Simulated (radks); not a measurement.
Q: The beryllium ion Be+, 3 electrons, occupied as [He] 3d1 (not the ground configuration). All-electron calculation, Dirac Kohn-Sham, PBE, spin-unpolarised, spherical densities, point nucleus; open shells fill j = l - 1/2 first. Program: a radial shooting solver on a logarithmic mesh with Libxc functionals. Some entries of the table are withheld. Estimate them.

| orbital | occ. | eigenvalue (eV) | <r^2> (bohr^2) |
|---|---|---|---|
| 1s1/2 | 2 | (1) | (2) |
| 3d3/2 | 1 | (3) | (4) |
| 3d5/2 | 0 | (5) | (6) |

A: 
(1) 1s1/2 eigenvalue (eV): -126.3331
(2) 1s1/2 <r^2> (bohr^2): 0.2372
(3) 3d3/2 eigenvalue (eV): -4.2981
(4) 3d3/2 <r^2> (bohr^2): 32.00
(5) 3d5/2 eigenvalue (eV): -4.2980
(6) 3d5/2 <r^2> (bohr^2): 32.00
